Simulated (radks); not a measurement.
The chromium ion Cr2+, 22 electrons, occupied as [Ar] 3d4 (the NIST ground configuration).

All-electron calculation, scalar-relativistic Kohn-Sham, exchange-only PBE, spin-polarised, spherical densities, finite nucleus; open shells are filled with parallel spins first; Fermi nuclear charge, rms radius 3.6452 fm. Program: a radial shooting solver on a logarithmic mesh with Libxc functionals.

Energy parts (eV):
| part | energy |
|---|---|
| total | -28541.233 |
| kinetic | 28854.714 |
| electron-nucleus | -67704.706 |
| Hartree | 11595.190 |
| exchange | -1286.431 |

Orbitals (lengths in bohr, moments of r in powers of bohr; r(90%) holds 90 % of the orbital's charge):
orbital  occ.  eigenvalue (eV)  r(90%)       <r^4>     <r^2>
1s down     1        -5901.502   0.113  0.00007590  0.005432
1s up       1        -5901.477   0.113  0.00007590  0.005432
2s up       1        -687.6406   0.455     0.01816    0.1017
2s down     1        -686.0218   0.454     0.01800    0.1014
2p up       3        -581.0949   0.427     0.01423   0.08335
2p down     3        -579.8624   0.426     0.01406   0.08294
3s up       1         -95.5341    1.34       1.400    0.9292
3s down     1         -90.9384    1.35       1.423    0.9344
3p up       3         -66.8796    1.47       2.026     1.076
3p down     3         -62.3554    1.48       2.099     1.089
3d up       4         -23.3334    2.10       9.011     1.932
3d down     0         -19.1785    2.24       11.73     2.161

The highest occupied level is 3d up at -23.333 eV. The spin density at the nucleus is -1.157 e/bohr^3 (1s -0.008, 2s -1.696, 3s 0.547). Spin moment in Bohr magnetons: 4. For comparison, the ionisation energy in NIST's Atomic Spectra Database is 30.96 eV (measured). In exact Kohn-Sham theory the highest level is minus the ionisation energy, but local and semilocal functionals leave it too shallow, through self-interaction and a potential that decays too fast; potentials with the right tail come closer. The density falls to 0.001 e/bohr^3 at r = 3.13 bohr. The electron density at the nucleus is 1.151e+04 e/bohr^3 (large components only). Summed over all electrons, <r^2> = 16.80 bohr^2, which gives a Langevin (diamagnetic) susceptibility term of -13.3 x 10^-6 cm^3/mol.
